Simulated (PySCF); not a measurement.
Molecule: `InChI=1S/C7H7NO2/c1-7(2,6(9)10)4-3-5-8/h1-2H3,(H,9,10)/p-1`.

Bonds (- single, = double, # triple, : aromatic): C1-C2, C2-C3, C2-C4, C4#C5, C5-C6, C6#N7, C2-C8, C8=O9, C8-O10. C1 carries H11, H12, H13; C3 carries H14, H15, H16. Formal charges: O10 -1.

Total charge -1.

Frames of a GFN2-xTB Langevin trajectory at 300 K; GIAO PBE0/pcSseg-1 shieldings in PySCF 2.14.0 with density-fitted response routines, gas phase, non-relativistic; equivalent atoms averaged within each frame.

References, each an isolated molecule treated in the same way: $^{13}$C (σ = 186.93 ppm), $^{1}$H (σ = 31.72 ppm) vs TMS; $^{15}$N (σ = 267.73 ppm) vs NH3; H2O for $^{17}$O (σ = 336.08 ppm). The references are static minima.

How do the shifts (ppm) fluctuate along the trajectory?

Results:


```csv
time (fs),C8,C4,C6,C5,C2,C1/C3,N7,O9/O10,H11/H12/H13/H14/H15/H16
optimised geometry,161.2,113.4,116.0,59.0,39.9,30.0,283.3,308.8,1.37
250,154.0,125.1,113.1,51.9,38.1,27.1,276.6,280.4,1.45
425,157.5,123.2,116.9,60.1,41.9,31.0,288.4,302.4,1.46
625,161.1,121.7,118.6,57.9,44.4,31.3,289.8,282.4,2.29
800,168.3,114.2,119.0,57.4,43.9,28.1,289.3,344.0,1.22
1000,168.8,112.4,117.3,59.1,43.1,37.5,288.4,340.9,2.11
mean of frames,161.9,119.3,117.0,57.3,42.3,31.0,286.5,310.0,1.71
standard deviation,6.5,5.7,2.3,3.2,2.5,4.1,5.6,30.9,0.47
```

5 frames give an uncertainty of the mean of about the standard deviation over 2.2 at best, since frames this close in time may not be independent; classical motion lacks zero-point vibration, and the reference would need the same averaging.
